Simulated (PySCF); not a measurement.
**Working out the excitation energy of Se**

Se [Ar] 3d10 4s2 4p4 (3P) → Se [Ar] 3d10 4s1 4p5 (3P). All numbers are calculated (PySCF 2.14, a scalar-relativistic core potential, in aug-cc-pVDZ-PP with ECP10MDF). Frozen: 3s2 3p6 3d10. Energies in hartree (1 hartree = 27.21139 eV):

```json
{"part": "UHF", "Se (lower)": "-371.846027", "Se (upper)": "-371.415072"}
{"part": "MP2 opposite-spin", "Se (lower)": "-0.056724", "Se (upper)": "-0.089659"}
{"part": "MP2 same-spin", "Se (lower)": "-0.018976", "Se (upper)": "-0.020934"}
```

Q: What does Hartree-Fock give?

A: (-371.415072) − (-371.846027) = 0.430955 hartree = 11.727 eV.

Q: What do MP2 and SCS-MP2 (6/5 opposite-spin, 1/3 same-spin) give?

A: The opposite-spin parts differ by -0.896 eV and the same-spin parts by -0.053 eV. MP2: 11.727 + (-0.896) + (-0.053) = 10.778 eV. SCS-MP2: 11.727 + 1.2 × (-0.896) + (-0.053)/3 = 10.634 eV.

The upper state lies above the first ionisation limit, where it may autoionise and the basis confines it.

A double-zeta basis recovers only part of the correlation energy.
